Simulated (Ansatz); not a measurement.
Reaction (ligand exchange at the Al–F bond): `[F][Al]([SH])[Cl]` + HBr → `[SH][Al]([Cl])[Br]` + H–F

Gas-phase electronic energies from Ansatz, PBE0-D4/def2-TZVP geometries. CCSD(T)/CBS adds triple-zeta CCSD(T) − MP2 to the extrapolated MP2 energy (def2 sets, frozen cores). This one scheme is used for every species. DFT in def2-TZVPP. B3LYP here is the variant with VWN-RPA as its local correlation; programs differ in this. HSE06 is defined as in plane-wave codes. For Br outer-core shells are correlated without core-valence functions, which leaves a few kJ/mol of doubt a bond. Scalar relativity is left out up to krypton. One conformer a species, not always the lowest.

| level | ΔE (kJ/mol) | difference from CCSD(T)/CBS |
| --- | --- | --- |
| LDA (SPW92) | 20.3 | 3.5 |
| PBE-D4 | 17.2 | 0.4 |
| revPBE-D4 | 16.0 | -0.8 |
| BLYP-D4 | 29.1 | 12.3 |
| r2SCAN-D4 | 22.6 | 5.8 |
| B97M-V | 29.5 | 12.7 |
| PBE0-D4 | 12.8 | -4.0 |
| B3LYP-D4 | 25.0 | 8.2 |
| r2SCANh-D4 | 20.5 | 3.7 |
| HSE06-D4 | 12.0 | -4.8 |
| BHLYP-D4 | 21.1 | 4.3 |
| CAM-B3LYP-D4 | 30.3 | 13.5 |
| ωB97X-V | 23.3 | 6.5 |
| ωB97M-V | 21.9 | 5.1 |
| B2PLYP | 27.0 | 10.2 |
| PBE-QIDH | 13.8 | -3.0 |
| revPBE | 21.2 | 4.4 |
| BLYP | 36.5 | 19.7 |
| r2SCAN | 23.4 | 6.6 |
| PBE0 | 16.3 | -0.5 |
| B3LYP | 31.4 | 14.6 |
| r2SCANh | 21.5 | 4.7 |
| r2SCAN0 | 18.9 | 2.1 |
| HSE06 | 15.5 | -1.3 |
| BHLYP | 28.5 | 11.7 |
| CAM-B3LYP | 34.2 | 17.4 |
| LC-ωPBE | 24.0 | 7.2 |
| RPA@PBE/def2-TZVPP | 26.1 | 9.3 |
| HF/def2-SVP | 25.9 | 9.1 |
| MP2/def2-SVP | 25.8 | 9.0 |
| CCSD/def2-SVP | 30.7 | 13.9 |
| CCSD(T)/def2-SVP | 29.7 | 12.9 |
| HF/def2-TZVPP | 25.0 | 8.2 |
| SCS-MP2/def2-TZVPP | 22.1 | 5.3 |
| CCSD/def2-TZVPP | 23.2 | 6.4 |
| CCSD(T)/def2-TZVPP | 21.5 | 4.7 |
| HF/def2-QZVPP | 28.1 | 11.3 |
| MP2/def2-QZVPP | 14.3 | -2.5 |
| SCS-MP2/def2-QZVPP | 20.7 | 3.9 |
| HF/CBS(def2) | 28.5 | 11.7 |
| CCSD(T)/CBS | 16.8 | 0 |

Largest T1 diagnostic among the species: 0.011.

From PBE to PBE0 (25 % exact exchange), in def2-TZVPP and without D4, ΔE moves by −4.8 kJ/mol. Leaving LDA and LC-ωPBE aside and taking each functional with its dispersion term where it has one, the values spread over 18.3 kJ/mol, from HSE06-D4 to CAM-B3LYP-D4.
